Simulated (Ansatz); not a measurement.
Several settings on one geometry of SiH3(NHEt) (C2H9NSi) (that of the charge 0 singlet, PBE-D4/def2-SVP). Ansatz on 4 threads of Arm Neoverse V2 on a shared host; times are rough.

Cartesian coordinates in Å:
```
Si 0.432 1.527 1.136
H 0.071 1.901 2.548
H 1.917 1.221 1.113
H 0.222 2.692 0.203
N -0.647 0.240 0.661
C -0.714 -0.320 -0.683
C 0.289 -1.443 -0.967
H -0.918 -0.424 1.392
H -1.747 -0.688 -0.879
H -0.555 0.511 -1.407
H 1.334 -1.091 -0.838
H 0.182 -1.828 -2.003
H 0.136 -2.298 -0.275
```

Totals from different functionals, basis sets or treatments of relativity can't be compared as stabilities.

Correlated methods freeze 8 core orbitals.

The spins typed aren't always the lowest for that charge.

(1) Give the basis size and estimate the energy, ⟨S²⟩, dipole and time of these runs.

```
run                        method  charge    state                                                                                                             further keys
  1  UKS r2SCAN0-D3(BJ)-ATM/6-31G       0  triplet                                                                scf: {omitted_lower_state_checks: [starts]}; forces asked
  2            RKS RPBE/def2-TZVP       0  singlet                                                                scf: {omitted_lower_state_checks: [starts]}; forces asked
  3            RHF, bccd_t/STO-3G       0  singlet                                                                              scf: {omitted_lower_state_checks: [starts]}
  4       RHF, ccsd_t/aug-cc-pVDZ       0  singlet  fitting: {mean_field: cc-pVTZ-jkfit}; pseudopotentials: {relativity: none}; scf: {omitted_lower_state_checks: [starts]}
```

Results:

(1) 
```json
{"run": "1", "functions": "58", "energy (Eh)": "-425.4468", "⟨S²⟩": "2.01", "dipole (D)": "4.58", "wall time": "2.9 s"}
{"run": "2", "functions": "184", "energy (Eh)": "-425.9162", "⟨S²⟩": "–", "dipole (D)": "1.27", "wall time": "1.5 s"}
{"run": "3", "functions": "33", "energy (Eh)": "-419.6587", "⟨S²⟩": "–", "dipole (D)": "–", "wall time": "0.2 s"}
{"run": "4", "functions": "177", "energy (Eh)": "-425.0560", "⟨S²⟩": "–", "dipole (D)": "–", "wall time": "21 s"}
```
